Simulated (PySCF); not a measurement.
C4HBrO2.
SMILES: `O=c1cc(Br)c1=O`

The calculation used CAM-B3LYP/def2-SV(P) geometry optimisation, gas phase in PySCF.

Take the most abundant isotopes and a rigid rotor. 

Problem. Give the principal moments of inertia and the rotational constants in MHz.

Solution. Ia = 105.62, Ib = 526.59, Ic = 632.20 u·Å²; 505379 MHz·u·Å²/I gives A = 4785, B = 959.7, C = 799.4 MHz.

Problem. Classify the top.

Solution. A near-prolate asymmetric top. Ray's parameter κ = (2B − A − C)/(A − C) = -0.920; −1 is the prolate and +1 the oblate limit.

Problem. Is it planar, by Δ = Ic − Ia − Ib?

Solution. Planar: Δ = Ic − Ia − Ib = 0.00 u·Å². For a rigid frame Δ = −2 Σ m c², so it vanishes when all atoms lie in the ab plane; here none is more than 0.01 Å from it.

Problem. Give the coordinates in the principal-axis frame, origin at the centre of mass.

Solution. The sense of each axis is arbitrary; atoms in the order of the calculation.
| atom | mass (u) | a (Å) | b (Å) | c (Å) |
| --- | --- | --- | --- | --- |
| O1 | 15.995 | -3.408 | -0.604 | 0.002 |
| C2 | 12.000 | -2.232 | -0.434 | 0.000 |
| C3 | 12.000 | -1.004 | -1.301 | -0.002 |
| C4 | 12.000 | -0.155 | -0.246 | -0.001 |
| Br5 | 78.918 | 1.675 | -0.069 | 0.000 |
| C6 | 12.000 | -1.257 | 0.798 | -0.001 |
| O7 | 15.995 | -1.314 | 1.981 | -0.001 |
| H8 | 1.008 | -0.852 | -2.380 | -0.003 |

Problem. Which lines would a microwave search look for?

Solution. The dipole components are |μa| = 2.82 D, |μb| = 2.53 D, |μc| = 0.00 D; the mirror of this Cs structure is the ab plane, so μc vanishes by symmetry (the 0.01 D computed is a residue) and there are no c-type lines. Intensities carry the squares of the components, which stand as 1.00 : 0.81 (a : b). Some lines, for components of 0.1 D or more:

```json
{"type": "b", "branch": "Q", "J(Ka,Kc)": "5(1,4) ← 5(0,5)", "MHz": "5243", "lower level (cm⁻¹)": "0.874"}
{"type": "a", "branch": "R", "J(Ka,Kc)": "5(0,5) ← 4(0,4)", "MHz": "8698", "lower level (cm⁻¹)": "0.584"}
{"type": "b", "branch": "Q", "J(Ka,Kc)": "5(2,3) ← 5(1,4)", "MHz": "10706", "lower level (cm⁻¹)": "1.049"}
{"type": "b", "branch": "Q", "J(Ka,Kc)": "4(2,2) ← 4(1,3)", "MHz": "10998", "lower level (cm⁻¹)": "0.743"}
{"type": "b", "branch": "R", "J(Ka,Kc)": "5(1,5) ← 4(0,4)", "MHz": "11539", "lower level (cm⁻¹)": "0.584"}
{"type": "b", "branch": "R", "J(Ka,Kc)": "2(2,1) ← 1(1,0)", "MHz": "15155", "lower level (cm⁻¹)": "0.192"}
{"type": "b", "branch": "R", "J(Ka,Kc)": "5(2,3) ← 4(1,4)", "MHz": "21483", "lower level (cm⁻¹)": "0.690"}
{"type": "b", "branch": "R", "J(Ka,Kc)": "3(3,1) ← 2(2,0)", "MHz": "24803", "lower level (cm⁻¹)": "0.697"}
{"type": "b", "branch": "Q", "J(Ka,Kc)": "5(4,2) ← 5(3,3)", "MHz": "27325", "lower level (cm⁻¹)": "2.054"}
{"type": "b", "branch": "Q", "J(Ka,Kc)": "4(4,0) ← 4(3,1)", "MHz": "27329", "lower level (cm⁻¹)": "1.760"}
{"type": "b", "branch": "Q", "J(Ka,Kc)": "5(5,1) ← 5(4,2)", "MHz": "35140", "lower level (cm⁻¹)": "2.965"}
{"type": "b", "branch": "R", "J(Ka,Kc)": "5(4,2) ← 4(3,1)", "MHz": "36136", "lower level (cm⁻¹)": "1.760"}
```

Problem. Estimate the classical rotational partition function at 25 K, 50 K and 200 K.

Solution. Point group Cs, symmetry number σ = 1; q = (√π/σ)·√((kT/h)³/(ABC)), k/h = 20836.6 MHz/K: 11000 at 25 K, 31100 at 50 K, 249000 at 200 K.

No frequency check. Zero-point vibration and centrifugal distortion are left out. Quadrupole hyperfine structure (79Br) is left out.
